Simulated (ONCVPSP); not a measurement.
lanthanum, ONCV: configuration errors across variants

- Element: La
- Generator: ONCVPSP 4.0.1
- Type: optimised norm-conserving Vanderbilt (ONCV)
- Functional: PBE
- Relativity: scalar-relativistic
- Frozen core: [Kr] 4d10
- Valence charge: 11
- Reference configuration: 5s2 5p6 5d1 6s1.75 6p0.25
- Partial waves: 5s+6s: rc 2.40 bohr, ncon 3, nbas 8, qcut 6.1 1/bohr, 2 projectors; 5p+6p: rc 2.50 bohr, ncon 5, nbas 9, qcut 6.7 1/bohr, 2 projectors; 5d: rc 3.25 bohr, ncon 4, nbas 8, qcut 5 1/bohr, 2 projectors, debl 3.7 Ha; f scattering state at 0.41 Ha: rc 2.75 bohr, ncon 3, nbas 8, qcut 4 1/bohr, 2 projectors, debl 3 Ha
- Local potential: polynomial inside 1.70 bohr (lpopt 3, dvloc0 4 Ha)
- Core correction: Teter function, fcfact 3, rcfact 1.15

In the f channel the program set the typed energies aside and used -0.170, 2.830 Ha.

All-electron excitation energies from the reference (eV): (1) 5s2 5p6 5d1 6s2 6p0 -0.585; (2) 5s2 5p6 5d1 6s1 6p0 5.381; (3) 5s2 5p6 5d1 6s0 6p0 16.270.

1 further variants failed, have other tests or too few solved ones, and are left out.

A true bound ghost makes a file unfit for plane-wave use even where its test errors are small: the radial tests pick states by their node count and pass the ghost by.

Errors AE − PS in meV (a dash: test not solved or not reliable):

```csv
change,(1),(2),(3),bound ghosts,GHOST(+) flags above zero
base,0.0,-1.1,-3.8,f,"s, f"
s: qcut 4.4,0.0,-1.4,-6.8,f,"s, f"
p: rc 2.12,0.0,-1.1,-3.8,f,"s, f"
"core correction Teter function, fcfact 4.25, rcfact 1.05",0.0,-1.1,-3.8,f,"s, f"
"f: ncon 4, nbas 9",0.0,-1.1,-3.8,f,"s, f"
"core correction Teter function, fcfact 5, rcfact 1.15",0.0,-1.1,-3.8,f,"s, f"
"d: rc 2.4, qcut 6.8, nproj 0; local potential the d channel",0.0,-1.1,-3.8,f,f
```

(1) Give the same row for: core correction Teter function, fcfact 3, rcfact 0.96.

Results:

(1) 0.0, -1.1, -3.7; bound ghosts: f; GHOST(+) flags above zero: s, f.
